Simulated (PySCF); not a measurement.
Zn(NH2)(GeH3) (GeH₅NZn), SMILES [NH2][Zn][GeH3].

The structure is a stationary point at B3LYP-D3(BJ)/def2-SVP. The structure was generated by enumeration; whether it is a known compound was not checked. Other conformers were not sampled.

These are TDDFT-LC-ωPBE/def2-SVPD (PySCF 2.14.0) values and carry that method's errors.

Vertical excitations. Gas-phase values at a fixed geometry.

```
state  energy (eV)  λ (nm)      f                                                                 main pairs
-----  -----------  ------  -----  -------------------------------------------------------------------------
S1            5.60     221  0.003                                                             HOMO→LUMO 93 %
S2            5.86     212  0.082                                         HOMO→LUMO+1 65 %, HOMO→LUMO+3 17 %
S3            6.31     196  0.047                                                           HOMO→LUMO+2 74 %
S4            6.38     194  0.068                                                           HOMO−1→LUMO 93 %
S5            6.77     183  0.102                                     HOMO−1→LUMO+1 63 %, HOMO−1→LUMO+2 20 %
S6            7.19     173  0.543                   HOMO−1→LUMO+2 55 %, HOMO−1→LUMO+1 20 %, HOMO→LUMO+1 12 %
S7            7.92     157  0.007                                         HOMO→LUMO+3 41 %, HOMO→LUMO+8 28 %
S8            8.30     149  0.000                      HOMO−2→LUMO 51 %, HOMO−3→LUMO 14 %, HOMO−3→LUMO+1 8 %
S9            8.45     147  0.020   HOMO→LUMO+5 21 %, HOMO−2→LUMO+1 13 %, HOMO→LUMO+11 10 %, HOMO−3→LUMO 8 %
S10           8.47     146  0.060  HOMO−1→LUMO+3 22 %, HOMO→LUMO+5 11 %, HOMO→LUMO+11 9 %, HOMO−1→LUMO+6 7 %
T1            5.19     239      0                                                           HOMO→LUMO+1 77 %
T2            5.21     238      0                                           HOMO→LUMO 45 %, HOMO−1→LUMO 43 %
T3            5.51     225      0                   HOMO→LUMO+2 45 %, HOMO−1→LUMO+2 23 %, HOMO−1→LUMO+1 15 %
T4            5.69     218      0                                           HOMO→LUMO 47 %, HOMO−1→LUMO 43 %
```
Triplets are in the Tamm–Dancoff approximation, which puts them higher than full response would, so one can lie above its singlet here.
